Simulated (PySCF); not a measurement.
Isomers of C6H9N3, from PBE0-D3(BJ)/def2-SVP geometry optimisation, gas phase (PySCF). One conformer each, no zero-point energy, no frequencies.

Question: Which isomer lies lowest at this level?
A. `[CH3:1][CH2:2][c:3]1[cH:4][n:5][n:6][c:7]([CH3:8])[n:9]1` with C1–C2–C3–C4 127°: A = 2882, B = 1301, C = 943.9 MHz, dipole 3.11 D
B. `[CH3:1][CH2:2][CH2:3][c:4]1[n:5][cH:6][n:7][cH:8][n:9]1` with C1–C2–C3–C4 180°, C2–C3–C4–N5 -89°: A = 4795, B = 911.0, C = 823.3 MHz, dipole 0.97 D
C. `[CH2:1]=[CH:2][CH2:3][n:4]1[cH:5][c:6]([CH3:7])[n:8][n:9]1` with C1–C2–C3–N4 -124°, C2–C3–N4–C5 55°: A = 4192, B = 940.0, C = 804.4 MHz, dipole 4.44 D

Answer: B. That is `CCCc1ncncn1`, 22.0 kcal/mol below the next.

```
        SMILES                                               mapped SMILES      E (Eh)  relative (kcal/mol)  relative (kJ/mol)  dipole (D)
   CCCc1ncncn1     [CH3:1][CH2:2][CH2:3][c:4]1[n:5][cH:6][n:7][cH:8][n:9]1  -397.57619                  0.0                0.0        0.97
 CCc1cnnc(C)n1    [CH3:1][CH2:2][c:3]1[cH:4][n:5][n:6][c:7]([CH3:8])[n:9]1  -397.54121                 22.0               91.9        3.11
C=CCn1cc(C)nn1  [CH2:1]=[CH:2][CH2:3][n:4]1[cH:5][c:6]([CH3:7])[n:8][n:9]1  -397.51452                 38.7              161.9        4.44
```

As drawn, the highest has an N–N linkage and a C=C bond outside aromatic rings, which the lowest lacks.
